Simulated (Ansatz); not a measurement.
`C=C[Si](O)(O)O` and `O[Si](O)(O)Cl` differ in one atom or group.

Ansatz, PBE0-D4/def2-TZVP geometries, multiplicity 1. Each molecule was computed in one conformer, which needn't be the lowest.

| property | `C=C[Si](O)(O)O` |
| --- | --- |
| LUMO energy (ωB97M-V/def2-TZVPP) / eV | 1.66 |
| HOMO–LUMO gap (ωB97M-V/def2-TZVPP) / eV | 12.01 |
| ideal-gas entropy at 298 K and 1 bar (rigid rotor, harmonic PBE0-D4/def2-TZVP) / J/(mol·K) | 368 |
| HOMO energy (ωB97M-V/def2-TZVPP) / eV | -10.35 |
| zero-point energy (PBE0-D4/def2-TZVP) / kJ/mol | 226.4 |
| HOMO energy (PBE0/def2-TZVPP) / eV | -8.07 |

(1) What does the change do to each property? (Best estimate.)

## Answers

(1) Computed: 
```csv
property,`O[Si](O)(O)Cl`,shift
LUMO energy (ωB97M-V/def2-TZVPP) / eV,1.89,0.23
HOMO–LUMO gap (ωB97M-V/def2-TZVPP) / eV,13.35,1.34
"ideal-gas entropy at 298 K and 1 bar (rigid rotor, harmonic PBE0-D4/def2-TZVP) / J/(mol·K)",338,-30
HOMO energy (ωB97M-V/def2-TZVPP) / eV,-11.46,-1.11
zero-point energy (PBE0-D4/def2-TZVP) / kJ/mol,118.3,-108.1
HOMO energy (PBE0/def2-TZVPP) / eV,-9.13,-1.06
```

With PBE0 the HOMO falls by 1.06 eV and the LUMO rises by 0.85 eV, so the gap widens by about 1.91 eV. PBE moves the HOMO by -0.70 eV and ωB97M-V by -1.11 eV. The zero-point energy changes by -108.1 kJ/mol with -12 modes.
